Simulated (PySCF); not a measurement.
SMILES C=C(C)c1ccccc1 (C9H10) (GFN2-xTB optimised geometry):

```
19

C      2.171    -1.223     0.000
C      0.842    -1.223     0.000
C      0.057    -2.503     0.013
C      0.071     0.032     0.000
C     -1.115     0.150     0.721
C     -1.830     1.334     0.719
C     -1.382     2.419    -0.013
C     -0.210     2.313    -0.743
C      0.509     1.132    -0.736
H      2.735    -2.140    -0.005
H      2.744    -0.312     0.029
H     -0.344    -2.694     1.008
H     -0.780    -2.445    -0.681
H      0.691    -3.342    -0.262
H     -1.476    -0.683     1.305
H     -2.744     1.409     1.292
H     -1.944     3.342    -0.018
H      0.143     3.153    -1.324
H      1.412     1.051    -1.322
```

Calculation: PBE0/def2-SVP in PySCF.

Q: What are the frontier orbital energies and the dipole moment?

A: HOMO-2 -8.01 eV, HOMO-1 -7.30 eV, HOMO -6.57 eV, LUMO -0.60 eV, LUMO+1 -0.05 eV; dipole moment 0.36 D.

On the same geometry PBE/def2-SVP (PySCF) gives HOMO-2 -6.81 eV, HOMO-1 -6.26 eV, HOMO -5.58 eV, LUMO -1.46 eV, LUMO+1 -0.96 eV; dipole moment 0.38 D.

Meta-Löwdin charges at PBE0/def2-SVP: C1 -0.26, C2 0.03, C3 -0.31, C4 0.01, C5 -0.12, C6 -0.10, C7 -0.11, C8 -0.11, C9 -0.11, H10 0.10, H11 0.11, H12 0.11, H13 0.11, H14 0.11, H15 0.10, H16 0.11, H17 0.11, H18 0.11, H19 0.11.
